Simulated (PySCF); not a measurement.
CH$_{2}$Cl (SMILES [CH2-]Cl), charge -1, singlet, geometry from GFN2-xTB (in this run its highest filled SCF level lies above zero, so its values depend strongly on the basis, on diffuse functions most of all). Base run: PySCF with PBE0/3-21G.

Input for PySCF:
```python
from pyscf import gto, scf, dft

mol = gto.Mole()
mol.atom = '''
    C     0.00376299    0.16217920   -1.24958859
    Cl   -0.00156201    0.00018286    0.61906895
    H     0.88406358   -0.49140260   -1.51109367
    H    -0.88008742   -0.48478128   -1.51554685
'''
mol.basis = '3-21g'
mol.charge = -1
mol.verbose = 4
mol.build()

mf = dft.RKS(mol)
mf.xc = 'pbe0'
mf.kernel()
```

Each row names what was changed in the base input (with any setting that the change needs).

| change | E (Eh) | HOMO (eV) | HOMO-LUMO gap (eV) |
|---|---|---|---|
| base | -496.79277 | 2.42 | 5.90 |
| functional = pbe0; dispersion = d3bjm | -496.79512 | 2.42 | 5.90 |
| functional = r2scan | -496.91425 | 3.56 | 3.91 |
| functional = tpssh | -497.01670 | 3.07 | 4.77 |
| functional = m062x | -496.95518 | 1.15 | 8.19 |
| functional = camb3lyp | -496.97855 | 1.04 | 8.58 |
| functional = lc_wpbe | ___ | ___ | ___ |
| functional = blyp | -496.95427 | 4.19 | 3.27 |
| functional = bp86 | -497.03180 | 3.87 | 3.26 |
| functional = b3lyp | -497.01079 | 2.75 | 5.40 |
| functional = blyp; dispersion = d3bjm | -496.95979 | 4.19 | 3.27 |
| functional = pbe; dispersion = d3bjm | -496.74214 | 4.01 | 3.24 |
| functional = b97-1 | -496.93451 | 2.72 | 5.53 |

Problem. Complete the blanks.

Solution. 
- functional = lc_wpbe, E (Eh): -496.83400
- functional = lc_wpbe, HOMO (eV): -0.52
- functional = lc_wpbe, HOMO-LUMO gap (eV): 11.30

Total energies compare only within one method and basis.
